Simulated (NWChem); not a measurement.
## Excited singlets of Br2Ge by symmetry

```xyz
3

Ge     0.0000     0.0000    -1.0199
Br    -1.8473     0.0000     0.4663
Br     1.8473     0.0000     0.4663
```
Charge 0, spin multiplicity 1.

All runs are NWChem calculations. Structure: optimised with B3LYP/def2-SVP, a minimum by its harmonic frequencies.

Basis set: def2-SVP. Symmetry labels belong to the abelian group C2v used in the runs, with the axes of the coordinates shown. Entries are the lowest vertical excitation energy of each symmetry in eV (for CIS and TDDFT among the lowest few roots); a state of one symmetry need not have the same character in every method. Symmetries that some method's roots don't reach, or where a double excitation leads the EOM-CCSD root, are left out.

The Hamiltonian is non-relativistic. The correlated methods keep 27 core orbitals frozen. B3LYP has NWChem's definition, with VWN1-RPA local correlation. The structure started from a generated list of species. Coupled-cluster values serve here as a point of comparison, not as the truth.

```
method           b2    a2    b1
-------------  ----  ----  ----
CIS            3.80  5.24  5.85
TD-PBE         3.10  3.09  3.93
TD-B3LYP       3.24  3.40  4.18
TDA-CAM-B3LYP  3.45  3.81  4.59
EOM-CCSD       3.47  4.11  4.67
```
